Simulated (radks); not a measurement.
Results of a calculation; reference values are marked as such.
Ionisation of Fe11+, [Ne] 3s2 3p3, to Fe12+, [Ne] 3s2 3p2, under several functionals. Non-relativistic Kohn-Sham, spin-polarised, spherical densities, point nucleus; open shells are filled with parallel spins first; a radial shooting solver on a logarithmic mesh with Libxc functionals.

| functional | E(Fe11+) (hartree) | Exc (hartree) | IE (eV) | -e(HOMO) (eV) | <r> HOMO (bohr) | IE error (eV) |
|---|---|---|---|---|---|---|
| SOGGA | -1212.55600 | -44.97070 | 327.84 | 312.56 | 0.7145 | -3.0 |
| LDA (Slater exchange, Perdew-Wang correlation) | -1211.50815 | -43.89955 | 327.89 | 312.56 | 0.7141 | -2.9 |
| HCTH/407 | -1214.28793 | -46.76481 | 330.05 | 314.83 | 0.7114 | -0.8 |
| B86b exchange with PBE correlation | -1214.10018 | -46.54103 | 328.25 | 312.98 | 0.7144 | -2.5 |
| PBEsol | -1212.68747 | -45.10314 | 327.96 | 312.67 | 0.7143 | -2.8 |
| exchange-only PBE | -1213.21696 | -45.64701 | 327.00 | 311.74 | 0.7149 | -3.8 |
| MS2 meta-GGA | -1214.06466 | -46.51215 | 328.88 | 313.91 | 0.7157 | -1.9 |
| LDA (Slater exchange, Perdew-Zunger correlation) | -1211.50055 | -43.89187 | 327.80 | 312.47 | 0.7141 | -3.0 |
| TASK exchange with Perdew-Wang LDA correlation | -1213.55216 | -45.98856 | 329.90 | 314.98 | 0.7147 | -0.9 |
| Wu-Cohen GGA | -1213.40909 | -45.83911 | 328.16 | 312.87 | 0.7141 | -2.6 |

NIST Atomic Spectra Database: 331 eV (semi-empirical). Closest: HCTH/407. The Delta-SCF values span 3.05 eV, the total energies 2.79 hartree. The highest occupied level is 3p. Open shells are spherical and high-spin; term and fine-structure splittings are not resolved.
